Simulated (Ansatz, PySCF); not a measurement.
Donor–acceptor adduct: GaH3 (SMILES [GaH3]) (first 4 atoms) with NH3 (SMILES N); geometry from B3LYP-D3(BJ)/def2-TZVP, rigid monomers moved along the line of their centres of mass till Ga1···N5 is 2.51 Å.
(charge 0, multiplicity 1):
```xyz
8

Ga     0.47029    -0.36794     0.77091
H      0.08717    -1.90124     0.83918
H     -0.28103     0.54111    -0.28343
H      1.92853     0.05567     1.21425
N     -0.75393     0.39104     2.82296
H     -1.74726     0.20479     2.73574
H     -0.40974    -0.09455     3.64438
H     -0.62803     1.38739     2.96588
```

Monomers are frozen at their geometry in the pair; levels with a basis set take the counterpoise correction.

Cores are frozen in the correlated methods. Filled d and f shells under p-block atoms count as core. CBS(a, b) extrapolates the correlation energy as X⁻³ and adds the Hartree–Fock energy of set b. Rows in 6-31G* carry no dispersion term and start afresh at each structure (6-31G* with six Cartesian d functions); the Pople sets are all-electron and without relativity.

Codes used: Ansatz (Gaussian orbitals); PySCF for 6-31G* rows. 

Question: Give the interaction energy at the level HF/aug-cc-pVDZ.

Answer: -77 kJ/mol

Ansatz is a quantum-chemistry and plane-wave program.
